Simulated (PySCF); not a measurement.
Cd(H)(SiH3) (CdH4Si), SMILES [SiH3][CdH]. Atoms are numbered in the order given.

```xyz
6

Cd     0.0000     0.0000    -0.6509
H      0.0000     0.0000    -2.3502
Si     0.0000     0.0000     1.8786
H      1.1956     0.6903     2.4305
H      0.0000    -1.3805     2.4305
H     -1.1956     0.6903     2.4305
```

Coordinates come from a B3LYP-D3(BJ)/def2-TZVP optimisation. The def2 effective core potentials stand for the cores of Cd; spin–orbit coupling is left out.

All values below come from PySCF with B3LYP/def2-TZVPD.

Gas-phase values at a fixed geometry.

Computed frontier levels, gap, dipole moment and polarisability:
```json
{
  "highest_occupied_level": "-6.95 eV",
  "lowest_empty_level": "-1.34 eV",
  "orbital_gap": "5.61 eV",
  "dipole_moment": "0.20 D",
  "quadrupole, principal values (traceless, Buckingham form, about the centre of nuclear charge)": "-9.54, 4.77, 4.77 D·Å",
  "mean_static_polarisability": "69.5 bohr³ (10.29 Å³)",
  "polarisability_principal_values": "56.0, 56.0, 96.4 bohr³"
}
```
